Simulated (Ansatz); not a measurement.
`Brc1cccc2ccccc12`, one more setting.

```yaml
crystal:
  periodic: [false, false, false]
  atoms:
    - {symbol: Br, position_ang: [0.973072, -3.221048, -0.924487]}
    - {symbol: C, position_ang: [1.006257, -1.340378, -0.725892]}
    - {symbol: C, position_ang: [2.067970, -0.659413, -1.251191]}
    - {symbol: C, position_ang: [2.133010, 0.739298, -1.126441]}
    - {symbol: C, position_ang: [1.140777, 1.421816, -0.483004]}
    - {symbol: C, position_ang: [0.036275, 0.737305, 0.066232]}
    - {symbol: C, position_ang: [-0.997130, 1.429311, 0.734190]}
    - {symbol: C, position_ang: [-2.064469, 0.761195, 1.264185]}
    - {symbol: C, position_ang: [-2.145560, -0.638044, 1.148539]}
    - {symbol: C, position_ang: [-1.163186, -1.341376, 0.508301]}
    - {symbol: C, position_ang: [-0.048533, -0.680734, -0.049488]}
    - {symbol: H, position_ang: [2.855935, -1.197826, -1.761773]}
    - {symbol: H, position_ang: [2.980495, 1.267145, -1.547550]}
    - {symbol: H, position_ang: [1.186581, 2.500749, -0.384286]}
    - {symbol: H, position_ang: [-0.925041, 2.508431, 0.817942]}
    - {symbol: H, position_ang: [-2.850226, 1.306196, 1.774243]}
    - {symbol: H, position_ang: [-2.994396, -1.163235, 1.570751]}
    - {symbol: H, position_ang: [-1.229532, -2.418192, 0.421528]}
basis:
  gaussian: {orbitals: aug-cc-pVTZ, nuclear_model: gaussian}
hamiltonian: {xc: {name: B3LYP}, dispersion: d4}
```

```sh
$ ansatz run in.yaml --threads 4 --pin off --events-out ev --progress --plain --max-ram 66560MiB --backend cuda --devices 0, --max-vram 37GiB
```

Output, abridged:

```
Functional definition: B3LYP
2887 factors; their error is unknown
mean field evaluation 1: about -80505.0420 eV, gradient 1.1e2 eV
mean field evaluation 2: about -80186.7999 eV, gradient 3.1e2 eV
mean field evaluation 4: about -80528.9172 eV, gradient 5.1e1 eV
mean field evaluation 8: about -80535.7686 eV, gradient 6.0e-1 eV
mean field evaluation 16: about -80535.8920 eV, gradient 5.1e-3 eV
mean field -80535.89197523 eV, -2959.6394409014 hartree, gradient 1.7e-5 eV, S^2 0.000000; 0 other end points of the search recorded, 0 dependent functions left out
reference -80535.89238013 eV, -2959.6394557814 hartree; 51, 51 occupied and 629, 629 virtual orbitals, 2887 factors
Total energy: -80536.99548179 eV, -2959.6799940194 hartree
```

Hardware: 4 threads of an AMD EPYC 7R13 on a shared host and a share of an NVIDIA H100 80 GB. Wall time 12 s, peak host memory 1.2 GiB.
